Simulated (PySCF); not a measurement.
## Relaxation of singlet ClSnN

Method: PySCF, PBE0, basis Sn def2-TZVP with ECP28, N def2-TZVP, Cl def2-TZVP (scalar-relativistic core potentials, no spin–orbit coupling, density fitting). A (50,194) grid was used.

A hand-made bent start, of Cs symmetry, held to at least that symmetry:

```xyz
3
charge 0 multiplicity 1, angstrom
Sn   -0.2763    0.0000   -0.3742
N    -1.8327    0.0000    0.7156
Cl    1.6815    0.0000    0.9966
```

Optimiser trace:
```csv
step,E − E(last) (kJ/mol),largest gradient (Eh/bohr)
0,48.33,0.01906
1,38.66,0.01565
2,29.13,0.03364
3,21.09,0.03245
4,7.75,0.02280
5,5.74,0.02556
6,2.02,0.00371
7,0.87,0.00217
8,0.12,0.00466
9,0.01,0.00020
10,0.00,0.00007
```

It ends at C∞v with Sn–Cl 2.300 Å, Sn–N 1.821 Å; Cl–Sn–N 180.0°. The frequency run here used a shortcut that can spoil soft modes, so no verdict on minimum or saddle point is given.

Final geometry:
```xyz
3
charge 0 multiplicity 1, angstrom
Sn   -0.3238    0.0000   -0.0313
N    -2.1365    0.0000   -0.2065
Cl    1.9658    0.0000    0.1900
```
